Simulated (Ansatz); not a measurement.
Potential energy curve for SMILES [CH3][Bi]([CH3])[CH3]. The C2–H13 bond (C2 also carries Bi, H, H; H13 carries nothing else) is stretched with both fragments frozen at the PBE0/def2-SVP, def2 effective core potentials past Kr optimised geometry.

UKS-PBE0 = unrestricted PBE0/def2-SVP, def2 effective core potentials past Kr (Ansatz, a program for electronic structure); RKS-PBE0 = restricted PBE0/def2-SVP, def2 effective core potentials past Kr run with Ansatz; UKS-PBE = unrestricted PBE/def2-SVP, def2 effective core potentials past Kr in Ansatz; RKS-PBE = Ansatz with restricted PBE/def2-SVP, def2 effective core potentials past Kr.

Scanned distances (Å): 0.90, 0.96, 1.03, 1.06, 1.10, 1.13, 1.17, 1.25, 1.32, 1.45, 1.61, 1.80, 2.02, 2.33, 2.67, 3.21.

Where does the unrestricted solution first break spin symmetry (<S²> of 0.01 or more)?

UKS-PBE0: between 1.80 and 2.02 Å; UKS-PBE: between 2.02 and 2.33 Å.

```
R / Å  <S²> UKS-PBE0  E(RKS-PBE0) − E(UKS-PBE0) / kJ/mol  <S²> UKS-PBE  E(RKS-PBE) − E(UKS-PBE) / kJ/mol
-----  -------------  ----------------------------------  ------------  --------------------------------
0.90            0.00                                 0.0          0.00                               0.0
0.96            0.00                                 0.0          0.00                               0.0
1.03            0.00                                 0.0          0.00                               0.0
1.06            0.00                                 0.0          0.00                               0.0
1.10            0.00                                 0.0          0.00                               0.0
1.13            0.00                                 0.0          0.00                               0.0
1.17            0.00                                 0.0          0.00                               0.0
1.25            0.00                                 0.0          0.00                               0.0
1.32            0.00                                 0.0          0.00                               0.0
1.45            0.00                                 0.0          0.00                               0.0
1.61            0.00                                 0.0          0.00                               0.0
1.80            0.00                                 0.0          0.00                               0.0
2.02            0.06                                 0.2          0.00                               0.0
2.33            0.63                                29.1          0.35                               4.7
2.67            0.87                                80.4          0.78                              35.2
3.21            0.98                               151.0          0.96                              86.2
```
